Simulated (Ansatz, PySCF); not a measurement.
Reaction R1 → P1 + 0.5 P2, each structure at its B3LYP-D3(BJ)/def2-TZVP stationary point, reached from a drawn start (curvature not checked).
P1, H2 (SMILES [H][H]) (charge 0, multiplicity 1, Z-matrix in Å and degrees):
```
H
H 1 0.7440
```
P2: O2 (SMILES O=O), charge 0, multiplicity 3.
R1, H2O (SMILES O) (charge 0, multiplicity 1, Z-matrix in Å and degrees):
```
O
H 1 0.9627
H 1 0.9627 2 105.24
```

P less R. No zero-point or thermal terms; singlets are restricted closed shells; open shells are unrestricted; no spin–orbit coupling.

Cores are frozen in the correlated methods.

Codes used: Ansatz (Gaussian orbitals); PySCF for the D3/D4 terms. Each number belongs to the level named beside it.

The comparison value is 259.9 kJ/mol (CCSD(T)/cc-pVQZ). It is a level with limits of its own, not the exact answer.

Problem. Order these levels by how close they come to the comparison value for the reaction energy, closest first: PBE-D3(BJ)/def2-TZVPP, revPBE/def2-TZVPP, revPBE-D3(BJ)/def2-TZVPP, B3LYP-D3(BJ)/def2-TZVPP, BLYP/def2-TZVPP. Give each level's value less the comparison value.

Solution. B3LYP-D3(BJ)/def2-TZVPP (-18.4 kJ/mol), PBE-D3(BJ)/def2-TZVPP (-24.0 kJ/mol), BLYP/def2-TZVPP (-33.9 kJ/mol), revPBE-D3(BJ)/def2-TZVPP (-35.8 kJ/mol), revPBE/def2-TZVPP (-36.8 kJ/mol)

Ansatz is a program for electronic structure.
